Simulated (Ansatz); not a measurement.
Relaxation of C$_{2}$H$_{9}$GeNSi (14 atoms, charge 0, multiplicity 1), to a largest force component of 0.02 eV/Å in at most 50 steps.

These are results of Ansatz, RHF/def2-SVP, not measurements.

```xyz
14
Properties=species:S:1:pos:R:3
N -1.607 -0.660 1.859
C -0.383 -0.518 1.794
Ge 0.539 -1.186 0.254
C 0.030 -0.271 -1.343
Si 0.345 1.534 -1.241
H -2.176 -0.239 2.659
H 0.197 -0.046 2.611
H 0.348 -2.691 0.124
H 2.094 -0.921 0.494
H 0.473 -0.710 -2.200
H -1.150 -0.421 -1.425
H 1.813 1.733 -1.057
H -0.164 2.243 -2.462
H -0.373 2.126 -0.041
```

Problem. Where does it end, and by what steps?

Solution. The run converged. The force dipped under the threshold on the way, but the program's further checks kept it going. After 23 steps the energy has fallen by 0.567 eV; H7 moved furthest, 1.14 Å.

```json
{"step": "0", "energy less start (eV)": "0.0000", "largest force component (eV/Å)": "3.895", "accepted": "yes"}
{"step": "1", "energy less start (eV)": "-0.3117", "largest force component (eV/Å)": "1.725", "accepted": "yes"}
{"step": "2", "energy less start (eV)": "-0.3619", "largest force component (eV/Å)": "2.171", "accepted": "yes"}
{"step": "3", "energy less start (eV)": "-0.3155", "largest force component (eV/Å)": "1.484", "accepted": "no"}
{"step": "4", "energy less start (eV)": "-0.5198", "largest force component (eV/Å)": "0.276", "accepted": "yes"}
{"step": "5", "energy less start (eV)": "-0.4992", "largest force component (eV/Å)": "0.327", "accepted": "no"}
{"step": "6", "energy less start (eV)": "-0.5298", "largest force component (eV/Å)": "0.086", "accepted": "yes"}
{"step": "7", "energy less start (eV)": "-0.5325", "largest force component (eV/Å)": "0.061", "accepted": "yes"}
{"step": "8", "energy less start (eV)": "-0.5352", "largest force component (eV/Å)": "0.093", "accepted": "yes"}
{"step": "9", "energy less start (eV)": "-0.5379", "largest force component (eV/Å)": "0.258", "accepted": "yes"}
{"step": "10", "energy less start (eV)": "-0.5385", "largest force component (eV/Å)": "0.587", "accepted": "yes"}
{"step": "11", "energy less start (eV)": "-0.5470", "largest force component (eV/Å)": "0.381", "accepted": "yes"}
{"step": "12", "energy less start (eV)": "-0.5585", "largest force component (eV/Å)": "0.053", "accepted": "yes"}
{"step": "13", "energy less start (eV)": "-0.5481", "largest force component (eV/Å)": "1.073", "accepted": "no"}
{"step": "14", "energy less start (eV)": "-0.5605", "largest force component (eV/Å)": "0.119", "accepted": "yes"}
{"step": "15", "energy less start (eV)": "-0.5603", "largest force component (eV/Å)": "0.339", "accepted": "no"}
{"step": "16", "energy less start (eV)": "-0.5636", "largest force component (eV/Å)": "0.044", "accepted": "yes"}
{"step": "17", "energy less start (eV)": "-0.5649", "largest force component (eV/Å)": "0.054", "accepted": "yes"}
{"step": "18", "energy less start (eV)": "-0.5651", "largest force component (eV/Å)": "0.216", "accepted": "yes"}
{"step": "19", "energy less start (eV)": "-0.5660", "largest force component (eV/Å)": "0.132", "accepted": "yes"}
{"step": "20", "energy less start (eV)": "-0.5668", "largest force component (eV/Å)": "0.016", "accepted": "yes"}
{"step": "21", "energy less start (eV)": "-0.5670", "largest force component (eV/Å)": "0.030", "accepted": "yes"}
{"step": "22", "energy less start (eV)": "-0.5670", "largest force component (eV/Å)": "0.021", "accepted": "yes"}
{"step": "23", "energy less start (eV)": "-0.5671", "largest force component (eV/Å)": "0.014", "accepted": "yes"}
```

```xyz
14
Properties=species:S:1:pos:R:3
N -1.609 -0.210 1.682
C -0.509 -0.779 1.888
Ge 0.680 -1.153 0.356
C -0.033 -0.232 -1.219
Si 0.353 1.608 -1.379
H -2.136 -0.074 2.534
H -0.197 -1.077 2.898
H 0.729 -2.676 0.138
H 2.103 -0.685 0.715
H 0.321 -0.743 -2.118
H -1.118 -0.358 -1.178
H 1.802 1.803 -1.643
H -0.406 2.204 -2.507
H 0.009 2.342 -0.138
```

Whether the end is a true minimum wasn't checked by a vibrational analysis.

Run time: 38 s on 2 threads of AMD EPYC 9R45 96-Core Processor (Zen 5), with other jobs on the host, peak memory 0.37 GiB.
